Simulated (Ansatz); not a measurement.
Molecule (SMILES): [BH]N (BH-NH2), doublet.
Atoms: B1, N2, H3, H4, H5. Bonds: B1-N2, B1-H3, N2-H4, N2-H5.

Basis-set convergence of the lowest harmonic wavenumber at HF with Ansatz (an electronic-structure program). Each level at its own minimum, finite differences of forces, unscaled; the reference is a large set that could be run, not a limit. Cartesian d functions, on some or all atoms, in 6-31G*, 6-31+G*; all else is spherical. The program fits the integrals of some runs and decomposes those of others, by size. Open shells are unrestricted. No added dispersion term, no relativity. Reference: the value in aug-pcseg-2, 636 cm⁻¹, itself unsure by roughly 7 cm⁻¹ (its mean distance from aug-cc-pVTZ, def2-TZVPPD). Deviations are taken from unrounded values.

```csv
basis,functions,lowest harmonic wavenumber (cm⁻¹)
6-31G*,36,616
6-31+G*,44,640
cc-pVDZ,43,582
aug-cc-pVDZ,73,601
def2-SVP,43,630
def2-SVPD,64,644
pcseg-1,43,619
aug-pcseg-1,73,602
6-311G**,54,613
6-311+G**,62,620
def2-TZVP,80,634
def2-TZVPD,101,629
cc-pVTZ,102,629
aug-cc-pVTZ,161,628
pcseg-2,102,642
aug-pcseg-2,161,636
def2-TZVPP,104,630
def2-TZVPPD,125,630
```

What the diffuse functions change, pair by pair:
- 6-31G* to 6-31+G*: 8 more functions, deviation -19 to 4 cm⁻¹
- cc-pVDZ to aug-cc-pVDZ: 30 more functions, deviation -54 to -35 cm⁻¹
- def2-SVP to def2-SVPD: 21 more functions, deviation -6 to 8 cm⁻¹
- pcseg-1 to aug-pcseg-1: 30 more functions, deviation -17 to -34 cm⁻¹
- 6-311G** to 6-311+G**: 8 more functions, deviation -23 to -16 cm⁻¹
- def2-TZVP to def2-TZVPD: 21 more functions, deviation -2 to -7 cm⁻¹
- cc-pVTZ to aug-cc-pVTZ: 59 more functions, deviation -7 to -8 cm⁻¹
- pcseg-2 to aug-pcseg-2: 59 more functions, deviation 6 to 0 cm⁻¹
- def2-TZVPP to def2-TZVPPD: 21 more functions, deviation -6 to -6 cm⁻¹

Leaving out the reference's own pair, they bring the value nearer the reference by more than 7 cm⁻¹ in 3 of 8 pairs.
